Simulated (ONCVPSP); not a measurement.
Transferability test, ONCV potential for Pd (Z = 46)

* Element: Pd (Z = 46)
* Generator: ONCVPSP 4.0.1
* Type: optimised norm-conserving Vanderbilt (ONCV)
* Functional: PBEsol
* Relativity: scalar-relativistic
* Frozen core: [Ar] 3d10
* Valence charge: 18
* Reference configuration: 4s2 4p6 4d9 (charge +1)
* Partial waves: 4s: rc 1.05 bohr, ncon 3, nbas 8, qcut 5.9 1/bohr, 2 projectors, debl 0.4 Ha; 4p: rc 1.20 bohr, ncon 4, nbas 7, qcut 6 1/bohr, 3 projectors, debl 2.4 Ha; 4d: rc 1.50 bohr, ncon 4, nbas 9, qcut 10 1/bohr, 2 projectors, debl 2 Ha
* Local potential: polynomial inside 1.05 bohr (lpopt 2, dvloc0 0 Ha)
* Core correction: polynomial model core, fcfact 0.25

In the s channel the program set the typed energies aside and used -3.550, 0.250 Ha.

Energies are relative to the spin-unpolarised reference configuration 4s2 4p6 4d9; without spin polarisation the order of configurations can differ from experiment.

```csv
valence configuration,charge,ΔE all-electron (eV),error AE − PS (meV)
4s2 4p6 4d10,0,-9.121,-0.4
4s2 4p6 4d7,+3,55.166,-2.5
4s1 4p6 4d10,+1,82.371,-121
```

What are ΔE and the potential's error for 4s2 4p6 4d8?

ΔE = 20.818 eV all-electron; the error (AE − PS) is -1.4 meV.

Levels in the configuration 4s2 4p6 4d10:

```json
{"level": "4s", "all-electron (eV)": "-85.248", "pseudo (eV)": "-85.239"}
{"level": "4p", "all-electron (eV)": "-51.141", "pseudo (eV)": "-51.145"}
{"level": "4d", "all-electron (eV)": "-4.051", "pseudo (eV)": "-4.050"}
```
